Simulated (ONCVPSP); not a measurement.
Configuration tests for boron (ONCV)

B, optimised norm-conserving Vanderbilt (ONCV), made with ONCVPSP 4.0.1 (PBEsol, scalar-relativistic). Core [He], reference 2s2 2p1. Waves: 2s: rc 1.60 bohr, ncon 4, nbas 8, qcut 4.2 1/bohr, 3 projectors, debl 3.3 Ha; 2p: rc 3.15 bohr, ncon 4, nbas 7, qcut 5.5 1/bohr, 2 projectors, debl 3.9 Ha; d scattering state at 0.12 Ha: rc 3.20 bohr, ncon 3, nbas 6, qcut 3.2 1/bohr, 2 projectors, debl 0.8 Ha. Local part: polynomial inside 1.50 bohr (lpopt 5, dvloc0 0 Ha). Core correction: polynomial model core, fcfact 0.7.

Energies are relative to the spin-unpolarised reference configuration 2s2 2p1; without spin polarisation the order of configurations can differ from experiment.

| valence configuration | charge | ΔE all-electron (eV) | error AE − PS (meV) |
| --- | --- | --- | --- |
| 2s2 2p0 | +1 | 8.139 | +70 |
| 2s1 2p0 | +2 | 33.401 | +209 |

Task: What are ΔE and the potential's error for 2s2 2p0.5?

Result: ΔE = 2.855 eV all-electron; the error (AE − PS) is +9.7 meV.

Task: What are ΔE and the potential's error for 2s1 2p1?

Result: ΔE = 14.264 eV all-electron; the error (AE − PS) is -42 meV.

Levels in the configuration 2s1 2p1:

| level | all-electron (eV) | pseudo (eV) |
| --- | --- | --- |
| 2s | -19.482 | -19.584 |
| 2p | -13.364 | -13.340 |
